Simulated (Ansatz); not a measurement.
Calculated with Ansatz (gas phase, PBE0-D4/def2-TZVP geometries, no zero-point term in ΔE). CCSD(T)/CBS is the MP2 limit (def2-TZVPP, def2-QZVPP) plus CCSD(T) − MP2 in def2-TZVPP, frozen cores. This one scheme is used for every species. DFT in def2-TZVPP. For Ge outer-core shells are correlated without core-valence functions, which leaves a few kJ/mol of doubt a bond. Scalar relativity is left out up to krypton.

`[F][GeH]([Cl])[GeH3]` + H₂ → `[F][GeH2][Cl]` + GeH₄  (hydrogenolysis of a Ge–Ge bond)

```csv
level,ΔE (eV)
PBE0-D4,0.16
BHLYP,-0.01
```

Question: What does CCSD(T)/CBS give? (Estimate.)

Answer: Computed: +0.14 eV. The listed levels differ from it by 0.02, -0.15 eV.

Question: What do rigid-rotor, harmonic-oscillator terms from PBE0-D4/def2-TZVP frequencies (298.15 K, 1 bar) make of the CCSD(T)/CBS value? (Best estimate.)

Answer: Ansatz gave: ΔZPE = +0.11 eV, ΔH = +0.19 eV, ΔS = 9 J/(mol·K), ΔG = +0.16 eV.

Largest T1 diagnostic among the species: 0.012.

The D4 term adds +0.10 eV with B3LYP and +0.06 eV with PBE0; it sums over pairs of atoms, weighted by their polarisabilities, and B3LYP, whose exchange is more repulsive, gets the larger term. From r2SCAN to r2SCAN0 (25 % exact exchange), in def2-TZVPP and without D4, ΔE moves by −0.05 eV.

B3LYP here is the variant with VWN-RPA as its local correlation; programs differ in this.
